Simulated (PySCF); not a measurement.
Spectra and structures to be paired. Computed with TDDFT CAM-B3LYP/def2-SVPD, vertical, gas phase, core orbitals frozen in the response in PySCF 2.14.0, density-fitted response routines. Geometries: PBE0-D3(BJ)/def2-SVP; one conformer of each isolated species. Triplets are in the Tamm–Dancoff approximation. Ions are computed without counter-ions or solvent.

A. `CB(C)N`
B. `C#C[CH2+]`
C. `c12c(c(Cl)ccc1)[nH]cc2`
D. `C([C@H]1CS1)F`
E. `C[C@@H]1S[C@H]1F`

Lowest singlet levels (six at most, fewer where fewer were computed) with oscillator strengths:

1. 252 nm (f 0.079); 245 nm (f 0.085); 208 nm (f 0.000); 202 nm (f 0.001); 197 nm (f 0.693); 191 nm (f 0.009)
2. 566 nm (f 0.000); 235 nm (f 0.130); 174 nm (f 0.000); 157 nm (f 0.010); 153 nm (f 0.000); 142 nm (f 0.000); T1 1.75 eV
3. 172 nm (f 0.028); 158 nm (f 0.000); 157 nm (f 0.045); 144 nm (f 0.252); 144 nm (f 0.005); 140 nm (f 0.010); T1 6.81 eV
4. 247 nm (f 0.000); 188 nm (f 0.015); 175 nm (f 0.050); 173 nm (f 0.032); 166 nm (f 0.039); 162 nm (f 0.092); T1 4.59 eV
5. 253 nm (f 0.000); 198 nm (f 0.026); 183 nm (f 0.034); 175 nm (f 0.043); 165 nm (f 0.014); 156 nm (f 0.030); T1 4.46 eV

Question: Match each spectrum to its molecule.

Answer: 1 = C, 2 = B, 3 = A, 4 = E, 5 = D.
- A: S1 at 7.22 eV, HOMO→LUMO (90%); Löwdin shares by element: HOMO nitrogen 64%, boron 14%, hydrogen 12% or more; LUMO boron 53%, hydrogen 16% or more, carbon 5% or more (atoms not listed hold the other 26%); HOMO -9.58 and LUMO 0.87 eV.
- B: S1 at 2.19 eV, HOMO→LUMO (100%); Löwdin shares by element: HOMO carbon 91%; LUMO carbon 90%; HOMO -16.80 and LUMO -9.91 eV; point group C2v, 4 of its 6 listed states under f = 0.0005.
- C: S1 at 4.92 eV, HOMO→LUMO (55%), HOMO-1→LUMO (27%), HOMO→LUMO+2 (10%); Löwdin shares by element: HOMO carbon 44% or more, nitrogen 11% (atoms not listed hold the other 45%); LUMO carbon 60% or more (atoms not listed hold the other 40%); HOMO -7.36 and LUMO 0.29 eV; point group Cs, 1 of its 6 listed states under f = 0.0005.
- D: S1 at 4.90 eV, HOMO→LUMO (90%), HOMO→LUMO+4 (9%); Löwdin shares by element: HOMO sulfur 75%, carbon 17% or more; LUMO sulfur 59%, carbon 26% or more; HOMO -8.31 and LUMO 0.74 eV.
- E: S1 at 5.02 eV, HOMO→LUMO (90%); Löwdin shares by element: HOMO sulfur 75%, carbon 16% or more; LUMO sulfur 59%, carbon 26% or more; HOMO -8.42 and LUMO 0.79 eV.
C and D have S1 within 0.03 eV of each other; their strongest listed levels stand at 6.29 eV (f 0.693) and 7.10 eV (f 0.043).
C and E have S1 within 0.10 eV of each other; their strongest listed levels stand at 6.29 eV (f 0.693) and 7.64 eV (f 0.092).
D and E have S1 within 0.13 eV of each other; their strongest listed levels stand at 7.10 eV (f 0.043) and 7.64 eV (f 0.092).
